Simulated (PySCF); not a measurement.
What settings do to a single point of [BiF3]2+

The sound run of [BiF3]2+ (singlet) uses PySCF 2.14.0, RKS PBE, Bi def2-SVP with ECP60, F def2-SVP; non-relativistic Hamiltonian with scalar-relativistic core potentials where named; density fitting; no spin-orbit coupling, grid (50, 194), threshold 1e-8 Eh and 55 cycles, at the relaxed geometry:

```xyz
4

Bi   -0.0333    0.0000    0.0000
F     1.9685   -0.0014    0.0000
F    -0.9662    1.7710    0.0000
F    -0.9689   -1.7696    0.0000
```

There Bi1 has a Mulliken charge of 2.05 e and the dipole about the centre of mass is 0.19 D. Each run below changes one thing and starts from free metal ions and neutral atoms unless it says otherwise; with 55 cycles, smearing, a level shift and second-order steps follow where DIIS fails, and their cycles count. Energy shifts count from the sound run.

```tsv
change	outcome	cycles	energy shift (eV)	largest force component (eV/Å)	charge on Bi1 (e)	dipole about the centre of mass (D)
start from a density of up to 30 smeared cycles (not counted)	converged	9	0.0000	0.00	2.05	0.19
```

Question: One further run converged with energy shift (eV) 0.25, largest force component (eV/Å) 1.51, charge on Bi1 (e) 2.01, dipole about the centre of mass (D) 0.17. Which change was it?
A. grid (15, 26)
B. charge changed by +1, spin kept, limit 76 cycles
C. all coordinates × 1.05

Answer: C.

Question: And the other changes listed?

Answer: 
```csv
change,outcome,cycles,energy shift (eV),largest force component (eV/Å),charge on Bi1 (e),dipole about the centre of mass (D)
"charge changed by +1, spin kept, limit 76 cycles",refused,–,–,–,–,–
"grid (15, 26)",converged,23,4.42,10.38,2.03,0.72
```

Unsound on purpose, so not properties of the compound: grid (15, 26).

Forces carry noise of the integration grid, about 0.01 to 0.03 eV/Å.
